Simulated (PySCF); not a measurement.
Compound: GeClF3.
Bonds: Ge1–Cl2, Ge1–F3, Ge1–F4, Ge1–F5.

Theory: PySCF, PBE0-D3(BJ)/def2-SVP geometry optimisation, gas phase.

What internal coordinates does the optimisation give?

```csv
bond,length (Å)
Ge1–Cl2,2.097
"Ge1–F3, Ge1–F4, Ge1–F5",1.705
```

Bonds in one row agree within 0.01 Å and their mean is given. A selection of angles:
```csv
angle,degrees
Cl2–Ge1–F3,111.4
F3–Ge1–F4,107.6
```

All 3 F–Ge bonds measure 1.704 to 1.705 Å. Ge1 (germanium bonded to Cl and 3 F) is tetrahedral (angles from 107.6° to 111.4°).

Point group: C3v (tolerance 0.08 Å). No frequency check.


Species: CHFSe.
SMILES with atom numbers: `[F:1][CH:2]=[Se:3]` (hydrogens: H4 on C2)

Theory: PBE0-D3(BJ)/def2-SVP geometry optimisation, gas phase (PySCF 2.14.0).

Give the optimised bond lengths and angles.

| bond | length (Å) |
| --- | --- |
| F1–C2 | 1.313 |
| C2=Se3 | 1.738 |
| C2–H4 | 1.101 |

A selection of angles:
| angle | degrees |
| --- | --- |
| F1–C2–Se3 | 124.4 |
| F1–C2–H4 | 110.6 |
| Se3–C2–H4 | 125.0 |

Point group: Cs (every atom within 0.08 Å of its image). PBE0-D3(BJ)/def2-SVP frequencies: not computed here.
